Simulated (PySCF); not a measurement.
GeH7NSi2, SMILES [NH]1[SiH2][SiH2][GeH2]1.

Coordinates come from a PBE0-D3(BJ)/def2-SVP optimisation. The structure was generated by enumeration, and PubChem lists no compound with its InChIKey, so it may never have been made.

Method: PBE/def2-TZVP in PySCF.

```yaml
total_energy: -2714.31798 hartree
point_group: Cs
highest_occupied_level: -5.89 eV
lowest_empty_level: -1.40 eV
orbital_gap: 4.49 eV
dipole_moment: 0.67 D
quadrupole, principal values (traceless, Buckingham form, about the centre of nuclear charge): -2.99, -2.22, 5.20 D·Å
mean_static_polarisability: 97.1 bohr³ (14.39 Å³)
polarisability_principal_values: 80.5, 99.4, 111.5 bohr³
```
